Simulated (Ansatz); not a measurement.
Ansatz results at the PBE0-D4/def2-TZVP geometry: LUMO energy (ωB97M-V/def2-TZVPP) 2.63 eV; HOMO energy (PBE0/def2-TZVPP) -6.28 eV; HOMO–LUMO gap (B3LYP/def2-TZVPP) 6.97 eV.

Each molecule was computed in one conformer, which needn't be the lowest.

Task: Which molecule gave them?
A. `C=N/C=N/[SiH3]`
B. `CC(=N)CF`
C. `CC1(O)CC1`
D. `N[C@H]1C[C@@H]1N`

Result: D. The others give `CC1(O)CC1`: 2.49, -7.37, 7.87; `C=N/C=N/[SiH3]`: 0.68, -7.43, 5.43; `CC(=N)CF`: 2.18, -7.69, 7.13.

B3LYP here is the variant with VWN-RPA as its local correlation; programs differ in this.
